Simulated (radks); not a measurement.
Spin polarisation of the 4s1 shell in neutral copper. Start: [Ar] 3d10 4s(up 0.5, down 0.5); electrons of 4s are moved from spin down to spin up, other shells keep equal spins. All-electron calculation, scalar-relativistic Kohn-Sham, PBE, spin-polarised, spherical densities, point nucleus. Program: a radial shooting solver on a logarithmic mesh with Libxc functionals.

| moment (Bohr magnetons) | E - E(0) (eV) | e(4s up) (eV) | e(4s down) (eV) | 3d down minus up (eV) | 3p down minus up (eV) |
|---|---|---|---|---|---|
| 0 | 0.000 | -4.610 | -4.610 | 0.000 | 0.000 |
| 0.25 | -0.015 | -4.722 | -4.489 | 0.041 | -0.007 |
| 0.5 | -0.058 | -4.826 | -4.358 | 0.082 | -0.014 |
| 0.75 | -0.131 | -4.920 | -4.218 | 0.123 | -0.021 |
| 1 | -0.234 | -5.005 | -4.059 | 0.164 | -0.028 |

At moment 1 the spin-polarisation energy is -0.234 eV and the 4s exchange splitting 0.945 eV, that is 0.945 eV per Bohr magneton; E = -I m^2/4 would give I = 0.936 eV.
